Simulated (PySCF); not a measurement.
C₆H₉ClSi.
Cartesian coordinates in Å at the GFN2-xTB level; atoms count from 1:
```
atom  x, y, z in Å
C1     1.846   -1.170   -0.743
C2     1.381   -0.037   -0.285
C3     1.548    1.124    0.588
C4     0.299    0.955   -0.273
C5    -1.014    0.645    0.360
Cl6   -1.785    2.148    0.953
C7    -1.107   -0.517    1.349
Si8   -2.170   -0.764   -0.188
H9     2.804   -1.557   -0.431
H10    1.296   -1.761   -1.458
H11    1.444    0.985    1.656
H12    2.260    1.891    0.319
H13    0.218    1.610   -1.136
H14   -0.193   -1.082    1.479
H15   -1.575   -0.291    2.297
H16   -3.593   -0.522   -0.082
H17   -1.666   -1.646   -1.222
```

Probes without a nucleus sit at each ring's centroid and 1 Å off its mean plane on both sides; NICS is minus the shielding there, NICSzz its component along the normal. Level: GIAO PBE0/pcSseg-1 (PySCF, non-relativistic, gas phase) on the GFN2-xTB geometry, one conformer.

Ring bond lengths (Å), with Mayer bond orders in brackets: C2–C3 1.462 (0.93), C3–C4 1.526 (0.92), C4–C2 1.468 (0.90); C5–C7 1.529 (0.87), C7–Si8 1.885 (0.95), Si8–C5 1.904 (0.85).

**Question.** Give the NICS values of each ring in ppm.

**Answer.** 
```csv
ring,type,NICS(0),"NICS(1), two faces","NICS(1)zz, two faces",rms pucker (Å),"centre to ring atoms, mean (Å)"
C2–C3–C4,3-membered carbocycle; formal bonds all single,-30.5,-8.3 / -8.0,-19.9 / -20.6,0.00,0.86
C5–C7–Si8,3-membered ring with Si; formal bonds all single,-27.0,-7.6 / -9.2,-14.7 / -19.4,0.00,1.02
```

**Question.** What do they say, and how far can they be read as aromaticity?

**Answer.** 
- C2–C3–C4: mean NICS(1)zz -20.3 ppm, shielded. C3, C4 have four or more neighbours, and the NICS criterion for π rings isn't applied. NICS(0) lies 22 ppm below the mean NICS(1).
- C5–C7–Si8: mean NICS(1)zz -17.0 ppm, shielded. C5, C7, Si8 have four or more neighbours, so the value isn't read as a sign of a π ring current. The two faces differ by 4.7 ppm, so no symmetry operation interchanges them. NICS(0) lies 19 ppm below the mean NICS(1).

**Question.** What field does 1 T along the ring normal induce along that normal at the first NICS(1) probe listed for ring C2–C3–C4, 1 Å off the ring?

**Answer.** NICSzz × B0 = -19.9 ppm × 1 T = -20 μT, against the applied field.

**Question.** Give the inner angles of the rings and the Hirshfeld charges of the ring atoms.

**Answer.** 
- C2–C3–C4: C2 62.8° (+0.003 e), C3 58.8° (-0.089 e), C4 58.4° (-0.053 e); sum 180.0° against 180° for a flat convex ring.
- C5–C7–Si8: C5 65.6° (-0.039 e), C7 66.9° (-0.174 e), Si8 47.6° (+0.303 e); sum 180.0° against 180° for a flat convex ring.

**Question.** What are the shieldings of the ring atoms and their hydrogens in the same run (means over atoms taken as equivalent)?

**Answer.** 
```json
{"atoms": "C2", "environment": "fully substituted alkene carbon", "σ isotropic (ppm)": "42.4", "principal values of the symmetric part, first atom (ppm)": "-51.3, -8.0, 186.4"}
{"atoms": "C3", "environment": "allylic carbon", "σ isotropic (ppm)": "175.0", "principal values of the symmetric part, first atom (ppm)": "152.5, 164.2, 208.3"}
{"atoms": "C4", "environment": "allylic carbon", "σ isotropic (ppm)": "159.3", "principal values of the symmetric part, first atom (ppm)": "124.9, 144.6, 208.4"}
{"atoms": "C5", "environment": "sp3 C–Cl carbon", "σ isotropic (ppm)": "135.6", "principal values of the symmetric part, first atom (ppm)": "103.7, 108.7, 194.3"}
{"atoms": "C7", "environment": "sp3 carbon bound to silicon", "σ isotropic (ppm)": "177.3", "principal values of the symmetric part, first atom (ppm)": "140.9, 186.2, 204.9"}
{"atoms": "Si8", "environment": "SiH2 silicon", "σ isotropic (ppm)": "477.6", "principal values of the symmetric part, first atom (ppm)": "371.9, 399.3, 661.6"}
{"atoms": "H11", "environment": "methylene hydrogen", "σ isotropic (ppm)": "30.41", "principal values of the symmetric part, first atom (ppm)": "25.0, 29.6, 36.6"}
{"atoms": "H12", "environment": "methylene hydrogen", "σ isotropic (ppm)": "30.34", "principal values of the symmetric part, first atom (ppm)": "25.1, 25.8, 40.1"}
{"atoms": "H13", "environment": "methine hydrogen", "σ isotropic (ppm)": "29.24", "principal values of the symmetric part, first atom (ppm)": "22.8, 27.2, 37.7"}
{"atoms": "H14", "environment": "methylene hydrogen", "σ isotropic (ppm)": "30.70", "principal values of the symmetric part, first atom (ppm)": "23.7, 30.6, 37.8"}
{"atoms": "H15", "environment": "methylene hydrogen", "σ isotropic (ppm)": "30.98", "principal values of the symmetric part, first atom (ppm)": "25.5, 28.0, 39.5"}
{"atoms": "H16", "environment": "Si–H hydrogen", "σ isotropic (ppm)": "28.73", "principal values of the symmetric part, first atom (ppm)": "23.0, 26.9, 36.3"}
{"atoms": "H17", "environment": "Si–H hydrogen", "σ isotropic (ppm)": "28.83", "principal values of the symmetric part, first atom (ppm)": "22.7, 27.7, 36.0"}
```

Time: 33 s; peak memory 0.86 GiB. Hardware: one thread of an Arm Neoverse V2, no GPU, on a shared host. This is the whole shielding run at PBE0/pcSseg-1, SCF included.
